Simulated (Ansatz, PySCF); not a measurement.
This singlet lies 1.52 eV below the relaxed triplet at the level frozen-core CCSD(T)/cc-pVTZ // B3LYP-D3(BJ)/def2-TZVP (Ansatz, a program for electronic structure).

B3LYP has the VWN-RPA correlation part, as in Gaussian. 

```xyz
7

C     -0.8681     0.1871     0.1894
Si     0.0203    -1.4818    -0.0829
S      2.0663    -0.8105    -0.0941
H     -1.9508     0.0540     0.2274
H     -0.6353     0.8853    -0.6206
H     -0.5447     0.6501     1.1267
H      1.9122     0.5158     0.0942
```

Charge 0, multiplicity 1.

Task: Give the Mulliken and meta-Löwdin atomic charges from B3LYP-D3(BJ)/def2-TZVP (PySCF).

Result: 
```json
[
 {"atom": "C1", "Mulliken (e)": "-0.48", "meta-Löwdin (e)": "-0.58"},
 {"atom": "Si2", "Mulliken (e)": "0.25", "meta-Löwdin (e)": "0.35"},
 {"atom": "S3", "Mulliken (e)": "-0.27", "meta-Löwdin (e)": "-0.23"},
 {"atom": "H4", "Mulliken (e)": "0.13", "meta-Löwdin (e)": "0.12"},
 {"atom": "H5", "Mulliken (e)": "0.12", "meta-Löwdin (e)": "0.13"},
 {"atom": "H6", "Mulliken (e)": "0.12", "meta-Löwdin (e)": "0.13"},
 {"atom": "H7", "Mulliken (e)": "0.13", "meta-Löwdin (e)": "0.09"}
]
```
